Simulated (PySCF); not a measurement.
## Excitation energy of Tl by level of theory

Tl [Xe] 4f14 5d10 6s2 6p1 (2P) → Tl [Xe] 4f14 5d10 6s1 6p2, s spin flipped, as a difference of total energies. Calculation: PySCF 2.14, in def2-TZVPPD with the def2 core potential (60 electrons) (7s5p4d2f, 56 functions); scalar relativity through the core potential. Correlated levels: valence and next inner shell: nothing frozen outside the core potential. The calculations carry no spin-orbit coupling.

```csv
method,excitation energy (eV)
UHF,7.382
MP2 (valence and next inner shell),7.519
SCS-MP2 (valence and next inner shell),7.470
```

Q: How much does correlation contribute at MP2 (valence and next inner shell)?

A: 7.519 − (7.382) = 0.137 eV, measured against UHF.

Spin-orbit coupling is strong in these open shells (close to jj coupling). The scalar numbers leave it out and a first-order estimate fails, so it can dominate the gap to the real levels.

The upper determinant mixes two multiplicities, so it lies between the two terms.

The upper state lies above the first ionisation limit, where it may autoionise and the basis confines it.

The coupled-cluster amplitudes are large for the upper state (T1 above 0.03 or a double amplitude above 0.15), so a single reference is strained.
